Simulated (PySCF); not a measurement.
Bromine oxoborane, BBrO.
Cartesian coordinates in Å at the PBE0-D3(BJ)/def2-SVP level; atoms count from 1:
```xyz
3
BBrO angstrom
O     -1.4133    0.0586   -0.0011
B     -0.2087    0.0681   -0.0130
Br     1.6286    0.0814   -0.0309
```

Theory: PySCF, delta-SCF UKS SCAN, pcX-2 on the ionised atom, pcseg-1 elsewhere, spin-free X2C. Every row has its own mixed basis.

```tsv
ionised atom	basis functions	E(ground) (Eh)	E(ionised) (Eh)
B2	86	-2698.94993	-2691.64245
O1	86	-2698.97708	-2679.19057
```

Turn these total energies into binding energies.

E(ionised) − E(ground), at 27.2114 eV a hartree:

| atom | environment | difference (Eh) | binding energy (eV) |
| --- | --- | --- | --- |
| B2 | boron bonded to Br and O | 7.30748 | 198.85 |
| O1 | oxygen bonded to B | 19.78651 | 538.42 |

How much do the ground-state energies differ, and what would follow from using one of them for all holes?

They run from -2698.9771 Eh (core basis on O1) to -2698.9499 Eh (on B2), 0.0272 Eh or 0.74 eV apart, though the state is the same; only basis and grid differ. Pairing the ion of B2 with the ground state of O1 would put its binding energy 0.74 eV too high.

Only 1s holes are shown. Isolated species at its PBE0-D3(BJ)/def2-SVP geometry, gas phase.

Hardware: one thread, AMD EPYC 7R43 (x86_64), no GPU (shared host). Cost: 2.2 s wall, 0.29 GiB resident at most.
